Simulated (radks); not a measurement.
Values are calculated unless marked as measured or tabulated.
Numerical settings for neutral carbon, [He] 2s2 2p2. Level of theory: Dirac Kohn-Sham, PBE, spin-unpolarised, spherical densities, finite nucleus; open shells fill j = l - 1/2 first; Fermi nuclear charge, rms radius 2.4702 fm (a radial shooting solver on a logarithmic mesh with Libxc functionals). The defaults (mesh step 0.008 in ln r, mesh end at 40 bohr or more with all orbitals vanishing there, Anderson mixing 0.5 over 9 steps, residual threshold near 1e-9 with the energy settled to 1e-9 hartree or 1e-11 of itself, here a cap of 60 iterations) give E = -37.7652 hartree and 2p1/2 at -5.288 eV in 13 iterations. Run on one thread of a shared host, so times are rough (Intel(R) Xeon(R) 6975P-C): 0.03 s of CPU time, 0.03 s wall, 13 iterations on 2208 mesh points. Changes against that run (0 stands for a change within the tolerance of the run):

| setting | iterations | converged | E (mhartree) | e(2p1/2) (meV) | CPU (s) |
|---|---|---|---|---|---|
| mesh step in ln r 0.03 | 13 | yes | 0 | 0 | 0.01 |
| mesh step in ln r 0.2 | 60 | no | -2.52e+05 | - | 0.04 |
| mesh step in ln r 0.08 | 13 | yes | -0.00103 | -0.00408 | 0.01 |
| mesh end (bohr) 20 | 13 | yes | 0 | 0 | 0.03 |
| mesh end (bohr) 5 | 13 | yes | +22 | +1.02e+03 | 0.02 |
| residual threshold 0.1 | 8 | yes | 0 | +0.103 | 0.02 |
| residual threshold 1e-16 | 60 | no | 0 | 0 | 0.08 |
| mixing 2.5 | 15 | yes | 0 | 0 | 0.03 |
| linear mixing, mixing 0.2 | 60 | no | 0 | -0.00756 | 0.08 |
| linear mixing, mixing 0.8 | 25 | yes | 0 | 0 | 0.04 |
| mixing history 3 | 17 | yes | 0 | 0 | 0.03 |
| iteration cap 5 | 5 | no | +0.00615 | -38.6 | 0.01 |

Settings that end as converged yet miss the energy by more than 1 mhartree: mesh end (bohr) 5 (+0.022 hartree). A mesh that ends early acts as a hard wall.
